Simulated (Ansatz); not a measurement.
Ansatz (a quantum-chemistry and plane-wave program) input (RI-MP2/def2-TZVPPD):
A basis named .json is the Basis Set Exchange file of that set.

Ansatz 0.2 input:
```yaml
crystal:
  periodic: [false, false, false]
  atoms:
    - {symbol: W, position_ang: [-0.04983388, -0.06390797, -0.04952677]}
    - {symbol: O, position_ang: [1.76658929, -0.18117055, -0.57962878]}
    - {symbol: O, position_ang: [-0.41644217, -0.59383319, 1.54559479]}
    - {symbol: O, position_ang: [-0.88918372, 1.36615250, -0.50784335]}
basis:
  gaussian:
    orbitals: def2-TZVPPD.json
    fitting: {mean_field: def2-universal-jkfit, correlation: def2-TZVPPD-RIFIT.json}
magnetization: {spin_polarized: true, initial_magnetization: 2}
correlation: {method: mp2, electrons: outside_noble_gas}
```

Output:

```
Functional definition: HF
integrals: 0.13 GiB planned
458 factors; integrals over basis functions are off by at most 8.8e-1 eV
469 factors; integrals over basis functions are off by at most 1.7e0 eV
mean field: 0.49 GiB planned
mean field evaluation 1: about -7908.8875 eV, gradient 5.4e1 eV
mean field evaluation 2: about -7896.5598 eV, gradient 8.5e1 eV
mean field evaluation 4: about -7921.1552 eV, gradient 3.6e0 eV
mean field evaluation 8: about -7921.3015 eV, gradient 4.2e-1 eV
mean field evaluation 16: about -7917.3391 eV, gradient 1.5e1 eV
mean field evaluation 32: about -7916.2564 eV, gradient 9.5e0 eV
mean field evaluation 64: about -7921.3007 eV, gradient 2.6e0 eV
mean field evaluation 96: about -7918.6582 eV, gradient 3.8e-1 eV
mean field evaluation 128: about -7916.4864 eV, gradient 5.8e0 eV
mean field evaluation 160: about -7921.3328 eV, gradient 2.3e-6 eV
mean field -7921.33283058 eV, -291.1036122515 hartree, gradient 2.3e-6 eV, S^2 2.081181; 14 other end points of the search recorded, 0 dependent functions left out
7 core orbitals not correlated
reference -7921.33283058 eV, -291.1036122515 hartree; 13, 11 occupied and 159, 161 virtual orbitals, 469 factors
second order -24.69732128 eV of doubles, -0.00000000 eV of singles
Total energy: -7946.03015185 eV, -292.0112220680 hartree
```

The spin state was set by rule; other spins were not relaxed.
